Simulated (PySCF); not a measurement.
CF3O2S, SMILES [S](=O)(C(F)(F)F)=O, multiplicity 2. Atoms are numbered in the order given.

```xyz
7

O      1.4740     0.1994     1.2926
S      1.0154    -0.3326     0.0000
O      1.4740     0.1994    -1.2926
C     -0.8695     0.0073     0.0000
F     -1.0756     1.3033     0.0000
F     -1.3851    -0.5357    -1.0789
F     -1.3851    -0.5357     1.0789
```
Charge 0, spin multiplicity 2.

Coordinates come from a PBE0-D3(BJ)/def2-SVP optimisation. The isomer is the one that the SMILES or the coordinates give; other isomers of the formula were not compared.

Method: PBE/def2-TZVP in PySCF.

ESP charges are fitted to the potential on shells at 1.4 to 2.0 van der Waals radii. Atomic charges (e):

| atom | ESP fit | Mulliken | meta-Löwdin | Löwdin | Mulliken spin |
|---|---|---|---|---|---|
| O1 | (withheld) | -0.31 | -0.65 | -0.23 | 0.25 |
| S2 | (withheld) | 0.56 | 1.33 | 0.61 | 0.29 |
| O3 | (withheld) | -0.31 | -0.65 | -0.23 | 0.25 |
| C4 | (withheld) | 0.31 | 0.61 | -0.94 | 0.15 |
| F5 | (withheld) | -0.08 | -0.21 | 0.27 | 0.03 |
| F6 | (withheld) | -0.09 | -0.21 | 0.26 | 0.01 |
| F7 | (withheld) | -0.09 | -0.21 | 0.26 | 0.01 |

Problem. Fill in the missing entries. (An estimate is asked for; the answer gives what the named calculation found.)

Solution. 
- O1, ESP fit: -0.28
- S2, ESP fit: 0.47
- O3, ESP fit: -0.28
- C4, ESP fit: 0.30
- F5, ESP fit: -0.04
- F6, ESP fit: -0.09
- F7, ESP fit: -0.09

Computed Mayer and Wiberg (Löwdin basis) orders of the bonds:
```
bond   Mayer  Wiberg
-----  -----  ------
O1–S2   1.81    2.47
S2–O3   1.81    2.47
S2–C4   0.81    0.98
C4–F5   1.21    1.89
C4–F6   1.20    1.89
C4–F7   1.20    1.89
```
